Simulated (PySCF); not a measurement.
PySCF 2.14 output of an unrestricted PBE0 calculation on a single atom or ion in x2c-TZVPPall, with the spin-free X2C one-electron Hamiltonian (Gaussian nucleus):

```
SCF conv_tol = 1e-09
number electrons alpha = 14  beta = 9
    C. Adamo and V. Barone.,  J. Chem. Phys. 110, 6158 (1999)
    M. Ernzerhof and G. E. Scuseria.,  J. Chem. Phys. 110, 5029 (1999)
cycle= 1 E= -1157.18579852698  delta_E= -0.0067  |g|= 0.0196  |ddm|= 0.14
cycle= 2 E= -1157.18585524377  delta_E= -5.67e-05  |g|= 0.008  |ddm|= 0.0242
cycle= 3 E= -1157.18586665496  delta_E= -1.14e-05  |g|= 0.00271  |ddm|= 0.00507
cycle= 4 E= -1157.18586803692  delta_E= -1.38e-06  |g|= 9.27e-05  |ddm|= 0.00179
cycle= 5 E= -1157.18586803966  delta_E= -2.74e-09  |g|= 5.17e-06  |ddm|= 0.000173
cycle= 6 E= -1157.18586803967  delta_E= -7.28e-12  |g|= 4.13e-07  |ddm|= 4.19e-06
converged SCF energy = -1157.18586803967  <S^2> = 8.7504351  2S+1 = 6.000145
```

The run itself started from symmetry-adapted Hartree-Fock orbitals and held the occupation by maximum overlap, on a logarithmic radial grid, so the iterations belong to that start.

Q: Which element, charge and spin multiplicity is this?

A: Mn²⁺ (manganese, charge +2), multiplicity 6; the state was [Ar] 3d4 4s1, high-spin 6D determinant (an excited configuration).
